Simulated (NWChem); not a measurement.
Species: C₄H₄ClF; SMILES FC=C=CCCl

```xyz
10

F     -0.1605    -3.3557     0.2499
C      0.5802    -2.2790    -0.0167
C      0.0729    -1.1140    -0.3316
C     -0.3903     0.0714    -0.6459
C     -0.7341     1.1251     0.3567
Cl     0.1694     2.6388     0.0257
H      1.6566    -2.4689     0.0515
H     -0.5594     0.3297    -1.7004
H     -1.8020     1.3827     0.3023
H     -0.4937     0.8050     1.3782
```
Atoms are numbered in this order, from 1.

Level: PBE0/def2-SVP (NWChem), optimised geometry, unscaled harmonic frequencies. 

```json
[
 {"frequency (cm⁻¹)": "56", "IR intensity (km/mol)": "2.4"},
 {"frequency (cm⁻¹)": "110", "IR intensity (km/mol)": "1.6"},
 {"frequency (cm⁻¹)": "193", "IR intensity (km/mol)": "0.3"},
 {"frequency (cm⁻¹)": "254", "IR intensity (km/mol)": "12.6"},
 {"frequency (cm⁻¹)": "411", "IR intensity (km/mol)": "5.9"},
 {"frequency (cm⁻¹)": "492", "IR intensity (km/mol)": "12.3"},
 {"frequency (cm⁻¹)": "634", "IR intensity (km/mol)": "14.4"},
 {"frequency (cm⁻¹)": "745", "IR intensity (km/mol)": "29.2"},
 {"frequency (cm⁻¹)": "807", "IR intensity (km/mol)": "36.0"},
 {"frequency (cm⁻¹)": "880", "IR intensity (km/mol)": "12.0"},
 {"frequency (cm⁻¹)": "929", "IR intensity (km/mol)": "9.2"},
 {"frequency (cm⁻¹)": "1020", "IR intensity (km/mol)": "24.2"},
 {"frequency (cm⁻¹)": "1114", "IR intensity (km/mol)": "45.3"},
 {"frequency (cm⁻¹)": "1171", "IR intensity (km/mol)": "8.1"},
 {"frequency (cm⁻¹)": "1214", "IR intensity (km/mol)": "137.1"},
 {"frequency (cm⁻¹)": "1259", "IR intensity (km/mol)": "9.9"},
 {"frequency (cm⁻¹)": "1319", "IR intensity (km/mol)": "5.1"},
 {"frequency (cm⁻¹)": "1448", "IR intensity (km/mol)": "10.9"},
 {"frequency (cm⁻¹)": "1495", "IR intensity (km/mol)": "107.9"},
 {"frequency (cm⁻¹)": "2115", "IR intensity (km/mol)": "42.2"},
 {"frequency (cm⁻¹)": "3104", "IR intensity (km/mol)": "7.2"},
 {"frequency (cm⁻¹)": "3155", "IR intensity (km/mol)": "0.6"},
 {"frequency (cm⁻¹)": "3188", "IR intensity (km/mol)": "1.1"},
 {"frequency (cm⁻¹)": "3210", "IR intensity (km/mol)": "2.6"}
]
```

```yaml
zero_point_energy: 43.3 kcal/mol
thermal correction to the enthalpy at 298.15 K (with zero-point energy): 48.0 kcal/mol
heat capacity Cv: 21.0 cal/(mol K)
entropy at 298.15 K and 1 atm (symmetry number 1): 82.4 cal/(mol K)
dipole_moment: 0.24 D
```

Rigid rotor and harmonic oscillator; modes under 100 cm⁻¹ make the entropy uncertain.
